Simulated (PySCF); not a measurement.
# Core-level binding energies of `O=C[NH][GeH3]`

Compound: CH5GeNO.
Atom-mapped SMILES: `[O:1]=[CH:2][NH:3][GeH3:4]`

Level of theory: delta-SCF UKS SCAN, pcX-2 on the ionised atom, pcseg-1 elsewhere, spin-free X2C (PySCF 2.14.0). Binding energies are ΔSCF values: E(core-ionised, relaxed orbitals) − E(ground state) at a fixed geometry, referred to the vacuum level.

Q: List the computed XPS lines with their assignment.

A: 
| atom(s) | environment | level | binding energy (eV) | count |
| --- | --- | --- | --- | --- |
| C2 | amide carbonyl carbon | C 1s | 293.84 | 1 |
| N3 | amide nitrogen | N 1s | 405.45 | 1 |
| O1 | amide oxygen | O 1s | 537.21 | 1 |

Q: Which effective nuclear charge Zeff reproduces each element's mean 1s value in the hydrogen-like formula E = 13.606 eV × Zeff²?

A: C (Z = 6): mean 293.8 eV, Zeff = 4.65, Z − Zeff = 1.35; N (Z = 7): mean 405.4 eV, Zeff = 5.46, Z − Zeff = 1.54; O (Z = 8): mean 537.2 eV, Zeff = 6.28, Z − Zeff = 1.72. Means run over the listed sites, weighted by atom count.

No level of germanium is listed. The structure is a single PBE0-D3(BJ)/def2-SVP conformer in the gas phase; no vibrational or solvent corrections.

Conformer computed: `[O:1]=[CH:2][NH:3][GeH3:4]`: O1–C2–N3–Ge4 0°.
